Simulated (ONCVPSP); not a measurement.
# Reading a pseudo-wave (scandium (Sc))

Columns: radius, all-electron u(r) and pseudo u(r) of the 3p shell (level -44.63 eV) of scandium in the configuration [Ne] 3s2 3p6 3d1 4s0.5; PBE, scalar-relativistic, ONCV scheme, ONCVPSP 4.0.1.

```tsv
r (bohr)	all-electron	pseudo
0.108	-0.3868	0.0340
0.215	-0.4857	0.1293
0.322	-0.2363	0.2718
0.430	0.1284	0.4425
0.538	0.4649	0.6159
0.645	0.7183	0.7684
0.752	0.8837	0.8849
0.860	0.9715	0.9574
0.968	0.9968	0.9837
1.075	0.9778	0.9701
1.182	0.9299	0.9267
1.290	0.8640	0.8631
1.398	0.7890	0.7889
1.505	0.7119	0.7119
1.612	0.6357	0.6357
1.720	0.5625	0.5625
1.828	0.4944	0.4944
1.935	0.4327	0.4327
2.042	0.3771	0.3771
2.150	0.3269	0.3269
2.258	0.2825	0.2825
2.365	0.2437	0.2437
2.472	0.2098	0.2098
2.580	0.1799	0.1799
2.688	0.1540	0.1540
2.795	0.1317	0.1317
```

How many radial nodes do the two functions have?

The all-electron 3p function has n − l − 1 = 1; the pseudo-wave has 0, since the states of the same l below it are removed with the core.

At about which radius was the pseudo-wave matched?

1.55 bohr. The columns agree to 0.0005 from 1.40 bohr on; several derivatives are matched, so the curves merge somewhat inside the radius.

Is the pseudo-wave norm-conserving?

Yes: the ONCV scheme keeps the norm inside the radius equal to the all-electron one, which fixes the energy derivative of the logarithmic derivative at the level.
